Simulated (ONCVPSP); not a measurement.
# Logarithmic derivatives: K, ONCV

| Quantity | Value |
| --- | --- |
| Element | K |
| Generator | ONCVPSP 4.0.1 |
| Type | optimised norm-conserving Vanderbilt (ONCV) |
| Functional | LDA (Perdew-Zunger) |
| Relativity | fully relativistic |
| Frozen core | [Ne] |
| Valence charge | 9 |
| Reference configuration | 3s2 3p6 4s1 |
| Partial waves | 3s+4s: rc 2.15 bohr, ncon 4, nbas 7, qcut 5.2 1/bohr, 3 projectors, debl 0.9 Ha; 3p: rc 2.05 bohr, ncon 4, nbas 7, qcut 7.4 1/bohr, 1 projector; d scattering state at 0.05 Ha: rc 2.35 bohr, ncon 3, nbas 7, qcut 4.7 1/bohr, 3 projectors, debl 0.4 Ha |
| Local potential | polynomial inside 1.35 bohr (lpopt 5, dvloc0 1 Ha) |
| Core correction | Teter function, fcfact 1.75, rcfact 1.4 |

Open shells are filled in proportion to 2j + 1.

The phase is arctan(r·R′/R) of the radial function R(r), unwrapped; energies in Ha, scanned from -3 to 5 Ha. A pole is an energy at which the radial function vanishes at the test radius. The pseudo phase is shifted by a multiple of π to meet the all-electron one at the reference energy, and phase errors are pseudo minus all-electron; the curves can meet again beyond the range given. Levels narrower than the energy grid can be missing from the lists of poles.

```
channel  radius (bohr)  reference energy (Ha)  poles, all-electron  poles, pseudo  unbroken range about the reference energy with phases within 0.05 rad  phase error 1 Ha above the reference energy (rad)
      s           2.18                  -0.09          -1.08, 3.53    -1.08, 3.53                                                        the whole range                                             +0.000
   p3/2           2.08                  -0.69          -0.28, 4.55    -0.28, 4.22                                                              below 1.1                                             -0.004
   p1/2           2.08                  -0.70          -0.30, 4.53    -0.30, 4.22                                                              below 1.1                                             -0.004
   d5/2           2.38                   0.05           0.55, 3.47     0.55, 3.58                                                              below 4.4                                             -0.000
   d3/2           2.38                   0.05           0.55, 3.47     0.55, 3.58                                                              below 4.4                                             -0.000
```

Note: ghosts flagged at negative energy: d5/2 at -475.2 eV, d3/2 at -464.8 eV; GHOST(+) flags only above 600 eV. A true bound ghost makes a file unfit for plane-wave use.

Phases in the d5/2 channel:

| E (Ha) | all-electron | pseudo |
| --- | --- | --- |
| -2.98 | 1.366 | 1.366 |
| -2.76 | 1.356 | 1.357 |
| -2.54 | 1.345 | 1.345 |
| -2.32 | 1.333 | 1.333 |
| -2.10 | 1.317 | 1.318 |
| -1.88 | 1.300 | 1.300 |
| -1.66 | 1.277 | 1.278 |
| -1.44 | 1.249 | 1.250 |
| -1.22 | 1.212 | 1.212 |
| -1.00 | 1.161 | 1.161 |
| -0.78 | 1.082 | 1.082 |
| -0.56 | 0.947 | 0.947 |
| -0.34 | 0.662 | 0.661 |
| -0.12 | -0.056 | -0.057 |
| 0.10 | -0.958 | -0.958 |
| 0.32 | -1.366 | -1.366 |
| 0.54 | -1.566 | -1.566 |
| 0.76 | -1.712 | -1.712 |
| 0.98 | -1.869 | -1.869 |
| 1.20 | -2.118 | -2.118 |
| 1.42 | -2.676 | -2.676 |
| 1.64 | -3.620 | -3.618 |
| 1.86 | -4.144 | -4.142 |
| 2.08 | -4.363 | -4.361 |
| 2.30 | -4.478 | -4.475 |
| 2.52 | -4.550 | -4.546 |
| 2.74 | -4.601 | -4.597 |
| 2.96 | -4.641 | -4.635 |
| 3.18 | -4.674 | -4.666 |
| 3.40 | -4.703 | -4.693 |
| 3.62 | -4.731 | -4.717 |
| 3.84 | -4.759 | -4.739 |
| 4.06 | -4.789 | -4.761 |
| 4.28 | -4.823 | -4.784 |
| 4.50 | -4.867 | -4.807 |
| 4.72 | -4.928 | -4.833 |
| 4.94 | -5.026 | -4.863 |
